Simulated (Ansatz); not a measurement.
The same ligand exchange along the group O, S, Se.

Program: Ansatz. Geometries: PBE0-D4/def2-TZVP. ΔE: electronic, gas phase. CBS: MP2 limit from def2 TZ/QZ plus the TZ coupled-cluster correction, frozen cores. This one scheme is used for every species. Functionals use def2-TZVPP. def2 core potentials past Kr. For Ge, In, Se outer-core shells are correlated without core-valence functions, which leaves a few kJ/mol of doubt a bond. Scalar relativity is left out up to krypton.

```json
{"reaction": "`[OH][InH2]` + `C[NH][GeH3]` → `C[N]([GeH3])[InH2]` + H₂O", "ωB97X-V (eV)": "0.16", "CCSD(T)/CBS(def2) (eV)": "0.01"}
{"reaction": "`[SH][InH2]` + `C[NH][GeH3]` → `C[N]([GeH3])[InH2]` + H₂S", "ωB97X-V (eV)": "0.76", "CCSD(T)/CBS(def2) (eV)": "0.65"}
{"reaction": "`[SeH][InH2]` + `C[NH][GeH3]` → `C[N]([GeH3])[InH2]` + H₂Se", "ωB97X-V (eV)": "0.96", "CCSD(T)/CBS(def2) (eV)": "0.88"}
```

Largest T1 diagnostic: 0.017, for `[OH][InH2]`.
